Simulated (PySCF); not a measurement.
CH4CdO, SMILES C[O][CdH].

Coordinates come from a PBE0-D3(BJ)/def2-TZVP optimisation. The def2 effective core potentials stand for the cores of Cd; spin–orbit coupling is left out.

Level of theory: TDDFT-B3LYP/def2-SVPD run with PySCF 2.14.0.

Vertical excitations. Isolated molecule, no solvent. State labels are in the subgroup Cs.

Computed excitation energies, oscillator strengths and character:
```tsv
state	symmetry	energy (eV)	λ (nm)	f	main pairs
S1	A"	4.67	265	0.002	HOMO→LUMO 95 %
S2	A"	5.06	245	0.006	HOMO→LUMO+2 95 %
S3	A'	5.07	245	0.003	HOMO→LUMO+1 64 %, HOMO−1→LUMO 34 %
S4	A"	5.41	229	0.000	HOMO−1→LUMO+1 99 %
S5	A'	5.43	228	0.002	HOMO−1→LUMO+2 72 %, HOMO−1→LUMO 23 %
S6	A'	5.64	220	0.143	HOMO−1→LUMO 41 %, HOMO→LUMO+1 30 %, HOMO−1→LUMO+2 24 %
S7	A"	6.98	178	0.008	HOMO→LUMO+3 99 %
S8	A'	7.39	168	0.051	HOMO−1→LUMO+3 85 %
S9	A'	7.48	166	0.198	HOMO−2→LUMO 76 %, HOMO−2→LUMO+2 12 %
S10	A"	7.62	163	0.256	HOMO−2→LUMO+1 98 %
T1	A"	4.41	281	0	HOMO→LUMO 77 %, HOMO→LUMO+2 21 %
T2	A'	4.63	268	0	HOMO−1→LUMO 75 %, HOMO−1→LUMO+2 17 %
T3	A'	4.86	255	0	HOMO→LUMO+1 93 %
T4	A"	4.94	251	0	HOMO→LUMO+2 78 %, HOMO→LUMO 22 %
```
Triplets are in the Tamm–Dancoff approximation, which puts them higher than full response would, so one can lie above its singlet here.
